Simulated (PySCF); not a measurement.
PySCF input for C4H10O2Zn2, SMILES [CH3][Zn][O]CC[O][Zn][CH3], HF/pcSseg-1. The structure is a stationary point at B3LYP-D3(BJ)/def2-SVP. Other conformers were not sampled.

```python
import numpy as np
from pyscf import gto, scf, dft
from pyscf.prop.nmr import rhf as nmr

mol = gto.M(
    atom='''
    C    -2.63400358   -0.37721098   -2.50127628
    Zn   -1.58533312   -0.14550782   -0.89656364
    O    -0.53816495   -0.00710529    0.57658977
    C    -0.70777186    0.82421790    1.72756789
    C     0.48904722    0.57677827    2.65457616
    O     1.68973487    0.65621096    1.96826330
    Zn    1.57678802   -0.07030189    0.27511255
    C     2.00318371   -0.73003510   -1.52158460
    H    -3.55899793   -0.93357251   -2.28587476
    H    -2.90393887    0.59880390   -2.93277042
    H    -2.05196622   -0.93948723   -3.24776091
    H    -1.66065669    0.59630742    2.24100987
    H    -0.72245654    1.88980193    1.42383425
    H     0.44044061    1.32714496    3.47363869
    H     0.33773798   -0.41865553    3.13857133
    H     3.03633477   -0.48932468   -1.81777900
    H     1.33572635   -0.28659111   -2.28227833
    H     1.88883710   -1.82548229   -1.58158181
    ''',
    basis='pcSseg-1',
    charge=0,
    spin=0,
    max_memory=1600,
    verbose=3,
)
mf = scf.RHF(mol).density_fit(auxbasis='def2-universal-jkfit')
mf.conv_tol = 1e-10
mf.max_cycle = 100
mf.kernel()
n = nmr.NMR(mf)
n.verbose = 2
n.max_cycle_cphf = 60
sigma = n.kernel()
print('atom   isotropic/ppm   span/ppm')
for i, s in enumerate(sigma):
    w = np.linalg.eigvalsh((s + s.T) / 2)
    print(f'{mol.atom_symbol(i):2s}{i + 1:3d} {w.mean():14.3f} {w[2] - w[0]:11.3f}')
```

Log of the run:

```
converged SCF energy = -3862.16871334283
atom   isotropic/ppm   span/ppm
C   1        213.780      15.559
Zn  2       1821.875    1041.040
O   3        350.270      56.075
C   4        124.331      49.268
C   5        128.163      47.181
O   6        359.620     130.085
Zn  7       1753.435     849.941
C   8        215.559      23.642
H   9         31.970      16.513
H  10         31.931      16.003
H  11         31.892      16.045
H  12         28.397      11.684
H  13         28.373      13.814
H  14         28.240      12.127
H  15         28.119      12.423
H  16         32.238      17.216
H  17         33.099      14.576
H  18         32.540      14.203
```

The run converged.
